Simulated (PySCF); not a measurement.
Ionisation energy of Sn³²⁺ by level of theory

Sn³²⁺ [Ar] (1S) → Sn³³⁺ [Ne] 3s2 3p5 (2P), as a difference of total energies. Calculation: PySCF 2.14, in an even-tempered Gaussian basis (16 s from 5 bohr⁻², ratio 2.5; 11 p from 6.5 bohr⁻², ratio 2.5; 5 d from 30 bohr⁻², ratio 2.7; 4 f from 45 bohr⁻², ratio 2.7); no relativity, point nucleus. Correlated levels: outer shells: 1s2 frozen; virtual orbitals above 40 to 60 times the deepest correlated orbital energy dropped. The calculations carry no spin-orbit coupling.

```csv
method,ionisation energy (eV)
UHF,2065.2
LDA,2066.6
PBE,2066.7
PBE0,2066.9
r2SCAN,2067.4
revPBE,2066.7
B2PLYP,2066.5
MP2 (outer shells),2066.1
SCS-MP2 (outer shells),2066.0
```

A first-order spin-orbit estimate (lowest level to lowest level, LS coupling) adds -14.478 eV.

All relativistic terms are absent from these numbers, so their closeness to the reference says little about the methods.

For comparison: 2074 ± 6 eV (semi-empirical (NIST evaluation); NIST Atomic Spectra Database, ionization energies).
